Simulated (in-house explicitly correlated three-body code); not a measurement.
The numbers below are computed, except where a source is named.
# Two electrons around a charge Z: errors of exchange and correlation functionals on the exact density

The exact non-relativistic ground state comes from a variational code in 260 exponentially correlated functions, the Kohn-Sham parts from inverting its density (past Z = 6 the correlation energy is taken as exact minus Hartree-Fock, equal to within microhartrees), and self-consistent runs (Hartree-Fock is restricted) from a B-spline radial code. Z may be fractional; the second electron is bound down to Z = 0.911.

Each entry is functional minus exact.

| Z | revTPSS x (mEh) | revTPSS c (mEh) | RPBE x (mEh) | RPBE c (mEh) | BLYP x (mEh) | BLYP c (mEh) |
| --- | --- | --- | --- | --- | --- | --- |
| 1.3 | -6.02 | -0.86 | -10.81 | +4.03 | -6.65 | +3.80 |
| 1.52 | -5.10 | -2.42 | -8.82 | +2.19 | -4.18 | +1.28 |
| 1.92 | -4.35 | -3.75 | -6.58 | +0.49 | -0.91 | -1.32 |
| 2.26 | -4.03 | -4.32 | -5.17 | -0.29 | +1.42 | -2.59 |
| 2.72 | -3.78 | -4.74 | -3.55 | -0.94 | +4.32 | -3.63 |
| 3.18 | -3.62 | -4.98 | -2.08 | -1.34 | +7.07 | -4.24 |
| 4.2 | ? | ? | ? | ? | ? | ? |
| 4.7 | -3.35 | -5.27 | +2.34 | -1.94 | +15.80 | -4.95 |
| 5.8 | ? | ? | ? | ? | ? | ? |
| 7 | -3.18 | -5.30 | +8.62 | -2.19 | +28.65 | -4.89 |

Task: What belongs in the row Z = 4.2?

Result: revTPSS x (mEh): -3.41; revTPSS c (mEh): -5.22; RPBE x (mEh): +0.92; RPBE c (mEh): -1.81; BLYP x (mEh): +12.96; BLYP c (mEh): -4.85.

Task: What belongs in the row Z = 5.8?

Result: revTPSS x (mEh): -3.25; revTPSS c (mEh): -5.31; RPBE x (mEh): +5.37; RPBE c (mEh): -2.11; BLYP x (mEh): +21.97; BLYP c (mEh): -4.99.

Task: How do the exchange errors scale with Z?

Result: revTPSS +1.03 % in the size of E_x at Z = 1.3 and +0.08 % at 7; RPBE +1.86 % in the size of E_x at Z = 1.3 and -0.21 % at 7; BLYP +1.14 % in the size of E_x at Z = 1.3 and -0.69 % at 7. Exchange scales linearly under uniform scaling of the density, so its relative error changes only with the density's shape.
